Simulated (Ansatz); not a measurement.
C3H7 (SMILES C[CH]C), doublet, geometry from GFN2-xTB; B3LYP/pcseg-2 (Ansatz, a quantum-chemistry and plane-wave program).

Here is a job for Ansatz.
Ansatz 0.2 input:
```yaml
crystal:
  periodic: [false, false, false]
  atoms:
    - {symbol: C, position_ang: [-0.08073437, 0.51425383, 0.00202403]}
    - {symbol: C, position_ang: [0.04477701, -0.19753283, 1.29093157]}
    - {symbol: C, position_ang: [0.04445320, -0.18802225, -1.29225504]}
    - {symbol: H, position_ang: [-0.46360008, 1.52072873, 0.00525132]}
    - {symbol: H, position_ang: [0.40419944, 0.47041680, 2.07407067]}
    - {symbol: H, position_ang: [0.43018374, 0.47888266, -2.06403124]}
    - {symbol: H, position_ang: [-0.92265236, -0.59238384, 1.63168364]}
    - {symbol: H, position_ang: [0.72527311, -1.04407116, 1.20462375]}
    - {symbol: H, position_ang: [0.70335913, -1.05117986, -1.20587517]}
    - {symbol: H, position_ang: [-0.92773804, -0.55458579, -1.64992641]}
basis:
  gaussian:
    orbitals: pcseg-2
hamiltonian:
  xc: b3lyp
magnetization: {spin_polarized: true, initial_magnetization: 1}
```

It wrote (shortened):

```
Functional definition: B3LYP
844 factors; their error is unknown
mean field evaluation 1: about -3214.7410 eV, gradient 4.7e1 eV
mean field evaluation 2: about -3207.9884 eV, gradient 5.7e1 eV
mean field evaluation 4: about -3225.3370 eV, gradient 2.7e0 eV
mean field evaluation 8: about -3225.3463 eV, gradient 4.3e-2 eV
mean field evaluation 16: about -3225.3463 eV, gradient 1.4e-5 eV
mean field -3225.34629890 eV, -118.5292902662 hartree, gradient 1.4e-5 eV, S^2 0.754104; 0 other end points of the search recorded, 0 dependent functions left out
reference -3225.34657043 eV, -118.5293002449 hartree; 13, 12 occupied and 175, 176 virtual orbitals, 844 factors
Total energy: -3225.34657043 eV, -118.5293002449 hartree
```
